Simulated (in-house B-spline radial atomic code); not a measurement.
Values are calculated unless marked as measured or tabulated.
# Making a Troullier-Martins p channel for Tc, r_c = 1.17 bohr

Tc, [Kr] 4d5 5s2, non-relativistic PBE, spherical and spin-unpolarised, from an all-electron radial atomic-structure program (B-spline basis) (atomic units). The all-electron 4p level is ε = -1.641301 hartree, its outermost node lies just inside 0.52 bohr and its outer maximum at 1.03 bohr.

Inside r_c the pseudo-orbital is u(r) = r^2 exp(p(r)), with p = c0 + c2 r² + c4 r⁴ + … + c12 r¹². The seven coefficients follow from p and its first four derivatives at r_c, from zero curvature of the screened potential at the origin, c4 = −c2²/(2l + 5), and from the norm inside r_c. At r_c the all-electron orbital has P = 1.008904, P' = -0.5235675, the screened potential V = -3.724767, V' = 7.574, V'' = -19.483, and the norm inside is Q = 0.5293403.

(1) What are p, p' and p'' at r_c?

For a trial c2 the five matching conditions are linear in c0, c6, c8, c10 and c12, and c2 is varied until the norm inside r_c equals Q. The root nearest zero gives:

| n | c_n |
| --- | --- |
| 0 | 0.4480627 |
| 2 | 0.1780233 |
| 4 | -0.00452747 |
| 6 | -1.702205 |
| 8 | 1.708662 |
| 10 | -0.6866606 |
| 12 | 0.1031587 |

(2) Check c4 and p(r_c), and find the screened pseudopotential at the origin.

Orbitals and screened potentials:

```tsv
r (bohr)	P	u	V all-electron	V pseudo
0.117	0.2462	0.02148	-234.3	-0.7596
0.292	-0.5471	0.1354	-57.81	-1.043
0.468	-0.1689	0.3513	-24.8	-2.278
0.644	0.4877	0.6455	-13.31	-4.446
0.819	0.9012	0.918	-8.176	-5.948
0.994	1.044	1.044	-5.421	-5.311
1.17	1.009	1.009	-3.725	-3.725
```

Logarithmic derivatives P'/P at R = 1.47 bohr, for energies E around ε:

| E − ε (hartree) | all-electron | pseudo |
| --- | --- | --- |
| -0.5 | -0.107524 | -0.109129 |
| -0.25 | -0.550362 | -0.550896 |
| -0.1 | -0.868873 | -0.868959 |
| 0 | -1.1101 | -1.11007 |
| 0.1 | -1.37985 | -1.37997 |
| 0.25 | -1.85194 | -1.85308 |
| 0.5 | -2.90146 | -2.909 |

(3) With P(R) = 0.7803856 and a norm of 0.7752394 inside R, what slope in energy does norm conservation fix?

## Answers

(1) p = ln(P/r_c^2) = ln(1.008904/1.3689) = -0.30514. p' = P'/P − 2/r_c = -0.51895 − 1.70940 = -2.22835. The radial equation gives p'' = 2(V − ε) − 2(2) p'/r_c − p'² = -4.16693 − (-7.61828) − 4.96553 = -1.51418. Differentiating, p''' = 2V' + 2(2)p'/r_c² − 2(2)p''/r_c − 2p'p'' = 7.0651, and p'''' = 2V'' − 4(2)p'/r_c³ + 4(2)p''/r_c² − 2(2)p'''/r_c − 2p''² − 2p'p''' = -33.937.

(2) −c2²/7 = -0.00452747, as listed. The terms c_n r_c^n are 0.44806, 0.24370, -0.00848, -4.36644, 5.99989, -3.30066, 0.67879, which sum to -0.30514. Inverting the radial equation, V_l(r) = ε + 2 p'/r + (p'' + p'²)/2, so V_l(0) = ε + (2l + 3) c2 = -1.641301 + 5 × (0.178023) = -0.7512 hartree, finite where the all-electron potential diverges.

(3) d(P'/P)/dE = −2 × (norm inside R)/P(R)² = -2.5459 per hartree·bohr at E = ε, for both atoms, since orbital and norm agree at R. Differences over ±0.1 hartree give -2.5549 (all-electron) and -2.5551 (pseudo), which also hold third-order terms. Half a hartree below ε the two curves differ by -0.0016.
